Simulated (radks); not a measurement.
Task: All-electron atom: Ca III in [Ar]. Method: scalar-relativistic Kohn-Sham, PBEsol, spin-unpolarised, spherical densities, point nucleus; computed with a radial shooting solver on a logarithmic mesh with Libxc functionals. Some entries of the table are withheld. Estimate them.

| orbital | occ. | eigenvalue (eV) | <1/r> (bohr^-1) | r(max) (bohr) |
|---|---|---|---|---|
| 1s | 2 | -3959.571 | 19.72 | 0.05033 |
| 2s | 2 | -429.1886 | 4.042 | 0.3002 |
| 2p | 6 | -349.9038 | 3.947 | 0.2467 |
| 3s | 2 | -62.0922 | 1.213 | 0.9930 |
| 3p | 6 | -42.9867 | (1) | (2) |

Result: 
(1) 3p <1/r> (bohr^-1): 1.086
(2) 3p r(max) (bohr): 1.046
